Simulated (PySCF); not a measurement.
CH10O2Si3.
SMILES with atom numbers: `[OH:1][SiH2:2][O:3][SiH2:4][CH2:5][SiH3:6]` (hydrogens: H7 on O1; H8, H9 on Si2; H10, H11 on Si4; H12, H13 on C5; H14, H15, H16 on Si6)

Level of theory: core-valence-separated Tamm–Dancoff BHandHLYP/aug-pcX-1 (pcseg-1 on H, def2-SVPD on Si) in PySCF, non-relativistic, gas phase, PBE0-D3(BJ)/def2-SVP geometry. No empirical shift is added; at this level the pattern usually sits a few eV under experiment.

Give energies, oscillator strengths and core holes at the C K edge.

| E (eV) | f | core hole on | main final orbital |
| --- | --- | --- | --- |
| 285.04 | 0.0054 | C5 | LUMO (62 %) |
| 285.56 | 0.0298 | C5 | spread |
| 285.79 | 0.0033 | C5 | LUMO+2 (32 %) |
| 285.93 | 0.0302 | C5 | spread |
| 286.48 | 0.0022 | C5 | LUMO+5 (37 %) |
| 286.66 | 0.0270 | C5 | spread |
| 286.74 | 0.0000 | C5 | LUMO+7 (31 %) |

The first line with a tenth or more of the strongest one's intensity is at 285.04 eV (f = 0.005), with the hole on C5 (sp3 carbon bound to silicon). The strongest listed is at 285.93 eV (f = 0.030; C5).

List the oxygen K-edge absorption lines.

```csv
E (eV),f,core hole on,main final orbital
531.89,0.0184,O1,LUMO+1 (52 %)
532.66,0.0009,O3,LUMO+2 (36 %)
533.17,0.0167,O3,LUMO+1 (51 %)
533.67,0.0140,O1,LUMO+2 (43 %)
533.79,0.0066,O3,LUMO (50 %)
534.20,0.0302,O1,spread
534.20,0.0198,O3,spread
534.25,0.0114,O3,spread
534.61,0.0023,O3,spread
534.73,0.0120,O1,spread
```

The first line with a tenth or more of the strongest one's intensity is at 531.89 eV (f = 0.018), with the hole on O1 (silanol oxygen). The strongest listed is at 534.20 eV (f = 0.030; O1).

Roots within 0.03 eV whose holes lie on the same, on equivalent or on shared atoms are summed into one line, and the highest roots are left out, as the search may have cut off their partners. Final orbitals are the ground state's empty Kohn–Sham orbitals.

What is the summed oscillator strength of the listed C K lines, and their intensity-weighted mean energy?

Σf = 0.098 over 7 lines from 285.04 to 286.74 eV; the weighted mean is 285.98 eV. The strongest line holds 31 % of the sum.

The list ends where the root search ended, not at a threshold.

Hardware: one thread of an Arm Neoverse N1, shared host with 64 logical CPUs at a one-minute load of 60. Cost: 41 s, 0.89 GiB resident at most.

Conformer computed: `[OH:1][SiH2:2][O:3][SiH2:4][CH2:5][SiH3:6]`: O1–Si2–O3–Si4 -170°, Si2–O3–Si4–C5 16°, O3–Si4–C5–Si6 -55°, H–O1–Si2–O3 -64°.

One conformer stands for the species.
